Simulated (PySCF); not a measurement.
Compound: CH₇ClSi₂.
Atom-mapped SMILES: `[CH3:1][SiH2:2][SiH2:3][Cl:4]` (hydrogens: H5, H6, H7 on C1; H8, H9 on Si2; H10, H11 on Si3)

Computed by this run: PBE0-D3(BJ)/def2-SVP geometry optimisation, gas phase in PySCF; density fitting, grid level 1; the optimiser is geomeTRIC in internal coordinates, started from a GFN2-xTB structure.

Step 3: E = -29408.7890 eV
```
atom  x, y, z in Å  |  force x, y, z in eV/Å
C1      0.8368    1.1726    0.2276   -0.012   0.002  -0.019
Si2     2.1618    0.3642   -0.8418   -0.002   0.015   0.007
Si3     4.2356    1.4109   -0.4998    0.022   0.013  -0.003
Cl4     5.7707    0.0892   -0.9739    0.006  -0.029  -0.032
H5      0.7576    2.2494    0.0140   -0.004   0.002  -0.002
H6      1.0679    1.0497    1.2964    0.007   0.002   0.004
H7     -0.1448    0.7142    0.0334   -0.008  -0.001   0.008
H8      2.3086   -1.0859   -0.5079    0.005  -0.001   0.019
H9      1.8076    0.4788   -2.2914    0.013  -0.014  -0.008
H10     4.4101    1.8291    0.9248   -0.004  -0.012   0.004
H11     4.4039    2.6183   -1.3630   -0.024   0.022   0.021
```

Step 4: E = -29408.7919 eV
```
atom  x, y, z in Å  |  force x, y, z in eV/Å
C1      0.8311    1.1786    0.2176   -0.002  -0.008  -0.058
Si2     2.1667    0.3601   -0.8321   -0.035   0.032   0.045
Si3     4.2344    1.4119   -0.4889   -0.038   0.106   0.007
Cl4     5.7423    0.1001   -1.0370    0.119  -0.126  -0.063
H5      0.7473    2.2499   -0.0207   -0.007   0.006   0.009
H6      1.0605    1.0791    1.2889    0.006   0.004   0.012
H7     -0.1471    0.7109    0.0292   -0.010  -0.002   0.012
H8      2.3193   -1.0839   -0.4754    0.007  -0.004   0.018
H9      1.8249    0.4503   -2.2858    0.014  -0.009  -0.014
H10     4.4434    1.7899    0.9422   -0.016  -0.018   0.006
H11     4.3929    2.6437   -1.3197   -0.038   0.020   0.025
```

**Question.** Estimate the geometry and energy of step 5. (The exact step hangs on the optimiser's Hessian estimate; all steps are aligned on step 4, rigid shifts and turns removed.)

**Answer.** E = -29408.7958 eV, largest force 0.352 eV/Å
```
atom  x, y, z in Å  |  force x, y, z in eV/Å
C1      0.8157    1.1924    0.1941    0.011  -0.015  -0.092
Si2     2.1771    0.3545   -0.8065   -0.069   0.040   0.083
Si3     4.2375    1.4122   -0.4681   -0.128   0.204   0.032
Cl4     5.6873    0.1247   -1.1777    0.264  -0.213  -0.093
H5      0.7190    2.2497   -0.0958   -0.012   0.010   0.020
H6      1.0387    1.1451    1.2701   -0.002   0.008   0.016
H7     -0.1536    0.7016    0.0191   -0.011  -0.005   0.012
H8      2.3432   -1.0748   -0.3993   -0.001  -0.006   0.013
H9      1.8658    0.3904   -2.2690    0.012   0.000  -0.017
H10     4.5186    1.6973    0.9721   -0.023  -0.028   0.006
H11     4.3665    2.6975   -1.2204   -0.041   0.007   0.020
```

The energy changes by -0.0039 eV. The first-order estimate −F·Δx gives -0.0081 eV and the mean of the old and new forces, exact on a quadratic surface, -0.0047 eV. The step makes an angle of 83° with the force vector and moves no atom by more than 0.153 Å.

The cost below is that of the whole optimisation. Hardware: one thread of an Intel Xeon Platinum 8488C (shared host). Cost: 63 s of wall time, 0.43 GiB resident at most.
